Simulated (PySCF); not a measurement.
Species: (H2B-mu-NHMe)2, C2H12B2N2.
Z-matrix (Å and degrees, PBE0-D3(BJ)/def2-SVP geometry), rows numbered from 1:
```
B 
H   1  1.2193
H   1  1.2199  2  114.57
N   1  1.5953  2  111.68  3  -128.56
C   4  1.4582  1  118.38  2   128.68
B   4  1.5958  1   86.58  2  -110.80
H   6  1.2194  4  111.62  1   110.70
H   6  1.2201  4  111.95  1  -119.34
N   6  1.5959  4   93.30  1    -4.11
C   9  1.4579  1  118.13  2  -128.76
H   4  1.0164  1  111.25  2     0.60
H   5  1.1008  4  110.95  1   -68.00
H   5  1.1009  4  110.94  1   170.33
H   5  1.0972  4  109.21  1    51.17
H   9  1.0162  1  111.32  2    -0.83
H  10  1.1008  9  110.97  1    67.32
H  10  1.0974  9  109.22  1   -51.85
H  10  1.1010  9  110.99  1  -171.00
```

Theory: delta-SCF UKS SCAN, pcX-2 on the ionised atom, pcseg-1 elsewhere, spin-free X2C in PySCF. These are vertical core ionisation energies against the vacuum level, from separate self-consistent calculations with and without the core hole.

One binding energy is withheld.

```json
{"atom(s)": "B1/B6", "bonded to": "2 N and 2 H", "level": "B 1s", "binding energy (eV)": "194.83"}
{"atom(s)": "C5/C10", "bonded to": "N and 3 H", "level": "C 1s", "binding energy (eV)": "291.73"}
{"atom(s)": "N4/N9", "bonded to": "C, H and 2 B", "level": "N 1s", "binding energy (eV)": "?"}
```

(1) Fill in N 1s for N4/N9.

(2) Which photon energy gives electrons from B 1s of B1/B6 a kinetic energy of 150 eV, and what is their de Broglie wavelength?

## Answers

(1) 405.57 eV (nitrogen bonded to 2 B, C and H).

(2) hν = 194.83 + 150 = 344.83 eV, recoil neglected; λ = 12.264 Å/√(E/eV) = 1.00 Å.

Atoms equivalent by their bonding share one computed value, that of the first of them. Isolated species at its PBE0-D3(BJ)/def2-SVP geometry (one conformer only).

Hardware: an Arm Neoverse V2 with one thread, on a shared host. Cost: 38 s of wall time, 0.62 GiB resident at most.
